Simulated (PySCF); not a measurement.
BGeH₅O, SMILES [O](B)[GeH3]. The structure is a stationary point at PBE0-D3(BJ)/def2-SVP.

Problem. Give the equilibrium geometry at PBE0-D3(BJ)/def2-SVP (PySCF confirms it by a frequency run) as Cartesian coordinates in Å, and its point group. (An estimate is asked for; the answer gives what the named calculation found.)

Solution. point group Cs.
```xyz
8

O     -0.5132     1.0546     0.0000
Ge     0.0378    -0.6646     0.0000
H     -0.5506    -1.2935     1.2695
H     -0.5506    -1.2935    -1.2695
H      1.5751    -0.6758     0.0000
B      0.2519     2.1570     0.0000
H      1.4689     2.0752     0.0000
H     -0.3067     3.2339     0.0000
```
